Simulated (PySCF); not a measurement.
A structure optimised at B3LYP-D3(BJ)/def2-SVP, used in a PySCF frequency run:

```xyz
7

Ta    -0.1641    -0.0101     0.0000
S      2.0138    -0.0236     0.0000
F     -0.7968    -1.7916     0.0000
O     -0.7708     0.9097    -1.5420
H     -0.3688     1.3417    -2.3049
O     -0.7708     0.9097     1.5420
H     -0.3688     1.3417     2.3049
```

Task: Write its SMILES, formula and point group.

Result: [OH][Ta]([OH])([F])=[S], FH2O2STa, Cs

Task: What are its rotational constants (standard atomic weights)?

Result: 2.8431, 1.9977, 1.9653 GHz
